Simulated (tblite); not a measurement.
Species: C6H11O2P.
Atom-mapped SMILES: `[CH:1]#[C:2][CH2:3][P@@:4](=[O:5])([OH:6])[CH2:7][CH2:8][CH3:9]` (hydrogens: H10 on C1; H11, H12 on C3; H13 on O6; H14, H15 on C7; H16, H17 on C8; H18, H19, H20 on C9)

Computed with GFN2-xTB (tblite), gas phase: L-BFGS steps from a force-field or distance-geometry start until the largest atomic force falls under 0.01 eV/Å.

Step 119: E = -792.5444 eV
```
atom  x, y, z in Å  |  force x, y, z in eV/Å
C1      3.4031    0.4766    0.9726   -0.162   0.034  -0.120
C2      2.8226    0.4646   -0.0759    0.087   0.047  -0.027
C3      2.1272    0.4156   -1.3394    0.034   0.039  -0.083
P4      0.5511   -0.5438   -1.1663   -0.093  -0.079  -0.286
O5      0.0107   -1.0588   -2.4360    0.147   0.044   0.205
O6      0.9128   -1.7430   -0.1468    0.054   0.050  -0.035
C7     -0.5959    0.5064   -0.2003   -0.024   0.014   0.072
C8     -1.8025   -0.3514    0.1633    0.017   0.036   0.010
C9     -2.8388    0.4201    0.9740    0.103  -0.069   0.001
H10     3.8772    0.5076    1.9086    0.016  -0.019  -0.054
H11     1.8699    1.4235   -1.6964    0.055  -0.174   0.114
H12     2.7273   -0.0737   -2.1206   -0.068   0.034   0.202
H13     0.8903   -2.5774   -0.6203   -0.026   0.052  -0.036
H14    -0.0967    0.8999    0.6834    0.034  -0.057   0.070
H15    -0.8870    1.3475   -0.8322   -0.017  -0.024  -0.027
H16    -2.2413   -0.7201   -0.7689   -0.031  -0.035   0.105
H17    -1.4485   -1.2118    0.7401   -0.083   0.047  -0.039
H18    -2.3810    0.8377    1.8676    0.034   0.082  -0.014
H19    -3.6409   -0.2346    1.2986   -0.078  -0.073  -0.075
H20    -3.2647    1.2254    0.3823    0.000   0.050   0.017
```

Step 120: E = -792.5489 eV
```
atom  x, y, z in Å  |  force x, y, z in eV/Å
C1      3.4358    0.4502    0.9458   -0.062   0.037   0.037
C2      2.8369    0.4626   -0.0894    0.012   0.019  -0.138
C3      2.1212    0.4299   -1.3375   -0.035   0.005  -0.041
P4      0.5523   -0.5391   -1.1552   -0.016   0.015  -0.031
O5      0.0249   -1.0786   -2.4147    0.022  -0.024  -0.044
O6      0.9223   -1.7187   -0.1188    0.072   0.192   0.104
C7     -0.6038    0.5033   -0.1903   -0.008  -0.003   0.003
C8     -1.8111   -0.3547    0.1627   -0.012  -0.006   0.013
C9     -2.8537    0.4207    0.9580    0.027  -0.034   0.031
H10     3.9305    0.4631    1.8679    0.068  -0.011   0.059
H11     1.8632    1.4399   -1.6702   -0.006  -0.031   0.032
H12     2.7085   -0.0461   -2.1294    0.006  -0.033   0.078
H13     0.9207   -2.5526   -0.5831   -0.020  -0.166  -0.138
H14    -0.1071    0.8871    0.6979    0.042  -0.023   0.084
H15    -0.8973    1.3461   -0.8176   -0.002   0.011  -0.027
H16    -2.2418   -0.7294   -0.7696   -0.037  -0.028   0.057
H17    -1.4675   -1.2139    0.7455   -0.048   0.029  -0.015
H18    -2.4034    0.8409    1.8550    0.001   0.046  -0.010
H19    -3.6679   -0.2290    1.2692   -0.008  -0.033  -0.063
H20    -3.2678    1.2291    0.3611    0.006   0.039   0.009
```

Step 121: E = -792.5490 eV
```
atom  x, y, z in Å  |  force x, y, z in eV/Å
C1      3.4244    0.4673    0.9537   -0.088   0.039   0.035
C2      2.8283    0.4733   -0.0846    0.087  -0.008   0.003
C3      2.1255    0.4282   -1.3402   -0.026  -0.046   0.061
P4      0.5553   -0.5370   -1.1675    0.043   0.039   0.180
O5      0.0283   -1.0791   -2.4229   -0.049  -0.063  -0.199
O6      0.9246   -1.7179   -0.1319    0.038  -0.405  -0.239
C7     -0.5978    0.5060   -0.1974   -0.033  -0.026  -0.002
C8     -1.7995   -0.3564    0.1674   -0.018  -0.021  -0.035
C9     -2.8403    0.4158    0.9654   -0.014   0.014  -0.029
H10     3.9083    0.4855    1.8855    0.009  -0.008  -0.070
H11     1.8696    1.4320   -1.6787   -0.034   0.096  -0.027
H12     2.7238   -0.0513   -2.1176    0.039  -0.072   0.007
H13     0.8385   -2.5652   -0.5959    0.039   0.408   0.194
H14    -0.0947    0.8889    0.6887    0.024  -0.016   0.045
H15    -0.9013    1.3465   -0.8242    0.008  -0.001   0.007
H16    -2.2426   -0.7348   -0.7582   -0.003  -0.008   0.034
H17    -1.4556   -1.2181    0.7464   -0.012   0.055   0.003
H18    -2.3965    0.8350    1.8637    0.036   0.029   0.054
H19    -3.6546   -0.2385    1.2641   -0.035  -0.013  -0.029
H20    -3.2489    1.2303    0.3716   -0.011   0.006   0.009
```

Question: Estimate the geometry and energy of step 122. (The exact step hangs on the optimiser's Hessian estimate; all steps are aligned on step 121, rigid shifts and turns removed.)

Answer: E = -792.5537 eV, largest force 0.104 eV/Å
```
atom  x, y, z in Å  |  force x, y, z in eV/Å
C1      3.4169    0.4725    0.9595   -0.082   0.043   0.047
C2      2.8231    0.4729   -0.0797    0.092   0.013   0.006
C3      2.1292    0.4225   -1.3383   -0.043  -0.011  -0.043
P4      0.5529   -0.5359   -1.1714    0.001  -0.011   0.004
O5      0.0302   -1.0673   -2.4364    0.006  -0.010  -0.036
O6      0.9177   -1.7257   -0.1435    0.064   0.020  -0.021
C7     -0.6027    0.5030   -0.1997   -0.011  -0.002   0.009
C8     -1.8041   -0.3578    0.1699   -0.008   0.003  -0.019
C9     -2.8400    0.4177    0.9714    0.004   0.028  -0.006
H10     3.8979    0.4974    1.8918    0.019  -0.013  -0.043
H11     1.8843    1.4268   -1.6934   -0.014  -0.002   0.015
H12     2.7322   -0.0725   -2.1058   -0.008  -0.034   0.043
H13     0.8670   -2.5583   -0.6165   -0.009  -0.004  -0.027
H14    -0.0990    0.8903    0.6847    0.021  -0.026   0.038
H15    -0.9068    1.3422   -0.8284    0.010  -0.009   0.007
H16    -2.2492   -0.7381   -0.7528   -0.018  -0.016   0.018
H17    -1.4587   -1.2159    0.7514   -0.005   0.022   0.007
H18    -2.3907    0.8324    1.8698    0.029   0.031   0.038
H19    -3.6572   -0.2306    1.2729   -0.042  -0.043  -0.029
H20    -3.2482    1.2349    0.3819   -0.005   0.023  -0.008
```

The energy changes by -0.0047 eV. The first-order estimate −F·Δx gives -0.0088 eV and the mean of the old and new forces, exact on a quadratic surface, -0.0048 eV. The step makes an angle of 80° with the force vector and moves no atom by more than 0.036 Å.

The cost below is that of the whole relaxation. The run took 1.6 s wall on one thread of an Arm Neoverse V1, shared host.
